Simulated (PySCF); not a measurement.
## Diatomic anions of B with the fourth-period p block

PBE0 with double-zeta basis sets in PySCF, for the lowest determinant that a PBE0 search found; no spin–orbit coupling. De refers to high-spin ground-configuration atoms (the charge goes to the atom of lower measured ionisation energy or higher electron affinity, which is not always the lowest computed limit). A positive dipole points towards B; it is taken about the centre of mass and depends on that origin.

```
 M                       basis  charged atom  state (unpaired electrons)  Re (Å)  ωe (cm⁻¹)  De (eV)  μ (D)
Ga  aug-cc-pVDZ-PP/aug-cc-pVDZ           Ga−         quartet (σ ↑, π ↑↑)   2.083        520     3.15  -3.87
Ge                   def2-SVPD           Ge−          triplet (σ ↑, π ↑)   1.914        733      n/a  -3.18
As                   def2-SVPD           As−               doublet (σ ↑)   1.795        914      n/a  -2.39
Se              aug-cc-pVDZ-DK           Se−      singlet (closed shell)   1.836        815     5.23  -4.67
Br  aug-cc-pVDZ/aug-cc-pVDZ-PP           Br−               doublet (π ↑)   2.110        407     1.47  -6.17
```

The shortest bond is that of BAs⁻ (1.795 Å), the longest that of BBr⁻ (2.110 Å).

The rows differ in basis set, which adds steps of its own.

The state changes along the series, so neighbouring rows are not always alike in their bonding.

Spin–orbit coupling is left out. For an ion De counts to the pair picked by the measured ionisation energies or electron affinities, which need not be the lowest pair at this level. The highest Kohn–Sham level is positive in some of these anions. Much of that is self-interaction error, but it also means that the finite basis helps to hold the extra electron. States were picked by a PBE0 search and need not be the measured ground states.
